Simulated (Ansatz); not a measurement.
This geometry of CH₄O₂Si (8 atoms, charge 0, multiplicity 1) is a first-order saddle point.

The calculation used RKS PBE0/def2-SVP in Ansatz 0.2.0.

```xyz
8
Properties=species:S:1:pos:R:3
C -0.642 1.094 -0.227
O -0.056 -0.172 -0.087
Si 1.323 -0.589 0.777
O 1.323 -2.216 0.436
H 0.043 1.818 -0.704
H -0.959 1.515 0.743
H -1.535 1.005 -0.864
H 0.595 -2.511 -0.130
```

(1) Which two structures does it join? (They come from a converged band through this point; their orientation in space is the band's.)

(2) How far does it lie above each of them?

Results:

(1) No bond is made or broken. The dihedral H5–C1–O2–Si3 goes from 121 to -1°. The two ends are copies of one structure, up to a mirror image or an exchange of like atoms.

Initial state:

```xyz
8
Properties=species:S:1:pos:R:3
C -0.593 1.121 -0.241
O 0.014 -0.142 -0.186
Si 0.779 -0.811 1.151
O 1.223 -2.261 0.473
H -0.119 1.734 -1.025
H -0.518 1.671 0.715
H -1.661 1.017 -0.493
H 0.968 -2.385 -0.451
```

Final state:

```xyz
8
Properties=species:S:1:pos:R:3
C -0.646 1.106 -0.149
O -0.122 -0.180 0.041
Si 1.492 -0.620 -0.104
O 1.338 -2.230 0.276
H 0.132 1.848 -0.409
H -1.151 1.448 0.769
H -1.392 1.096 -0.961
H 0.440 -2.524 0.482
```

(2) 0.037 eV above the first and 0.037 eV above the second. This is the barrier of this one path; another mechanism may lie lower.

Time of the run: 2.2 min on 1 thread of Arm Neoverse V1 (shared host), peak memory 0.15 GiB.
